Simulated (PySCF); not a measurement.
Cu(NH3)Cl (singlet state).
Bonds: Cu1–N2, Cu1–Cl6. Hydrogens: H3, H4, H5 on N2.

Method used: PySCF, delta-SCF UKS SCAN, pcX-2 on the ionised atom (unc-x2c-TZVPall on a metal), pcseg-1 elsewhere, spin-free X2C. These are vertical core ionisation energies against the vacuum level, from separate self-consistent calculations with and without the core hole.

Some binding energies are withheld.

```json
{"atom(s)": "N2", "bonded to": "3 H and Cu", "level": "N 1s", "binding energy (eV)": "?"}
{"atom(s)": "Cl6", "bonded to": "Cu", "level": "Cl 1s", "binding energy (eV)": "2826.17"}
{"atom(s)": "Cl6", "bonded to": "Cu", "level": "Cl 2p3/2", "binding energy (eV)": "?"}
{"atom(s)": "Cu1", "bonded to": "Cl and N", "level": "Cu 2p3/2", "binding energy (eV)": "938.15"}
```

(1) What is the N 1s binding energy of N2 (atom 2)?

(2) What is the Cl 2p3/2 binding energy of Cl6?

(3) Which photon energy gives electrons from Cl 2p3/2 of Cl6 a kinetic energy of 100 eV, and what is their de Broglie wavelength?

Results:

(1) 408.26 eV (nitrogen bonded to Cu and 3 H).

(2) 203.53 eV (chlorine bonded to Cu), with 2p1/2 at 205.19 eV.

(3) hν = 203.53 + 100 = 303.53 eV, recoil neglected; λ = 12.264 Å/√(E/eV) = 1.23 Å.

The 2p values aren't plain energy differences: one relaxed spin-free 2p hole is combined with a matrix within the shell (ground-state 2p orbital-energy differences and spin–orbit coupling). 2p3/2, the mean of its two sublevels, lies a third of the splitting below the shell's mean and 2p1/2 two thirds above it; the statistical areas are 2:1. 2p1/2 minus 2p3/2 (ligand field included): Cl 1.65 eV, Cu 20.65 eV. Satellites of the metal's 2p lines aren't described. Isolated species at its PBE0-D3(BJ)/def2-SVP geometry, gas phase. Metal 2p energies of this one-determinant scheme are less reliable than its 1s energies.
